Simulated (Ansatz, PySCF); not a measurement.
Complex: C2H2 (SMILES C#C) (first 4 atoms) with CH2O (SMILES C=O); geometry from B3LYP-D3(BJ)/def2-TZVP.
(charge 0, multiplicity 1):
```xyz
8

C      0.4486     0.0475    -0.6377
C     -0.2297    -0.0232     0.3473
H      1.0422     0.1093    -1.5169
H     -0.8198    -0.0847     1.2355
C      0.3199     0.0549     3.7284
O     -0.8471    -0.0776     3.4749
H      1.0833     0.1373     2.9326
H      0.6854     0.1006     4.7707
```

Interaction energies are E(AB) − E(A) − E(B) at the monomers' geometry in the complex; basis-set methods are counterpoise corrected. Rows marked so take none.

Rows in 3-21G carry no dispersion term and start afresh at each structure.

Programs: Ansatz (Gaussian basis) for Hartree–Fock, density functionals and correlated methods; PySCF for 3-21G rows, the dispersion terms. Each number belongs to the level named beside it.

**Question.** One of these levels gives -124.0 meV for the interaction energy. Name it.
(A) B3LYP/3-21G (no counterpoise)
(B) BLYP-D3(BJ)/def2-TZVPPD
(C) HF/3-21G (no counterpoise)

**Answer.** B, BLYP-D3(BJ)/def2-TZVPPD. The others give -234.6 (HF/3-21G (no counterpoise)), -284.8 (B3LYP/3-21G (no counterpoise))

Ansatz is a program for electronic structure.
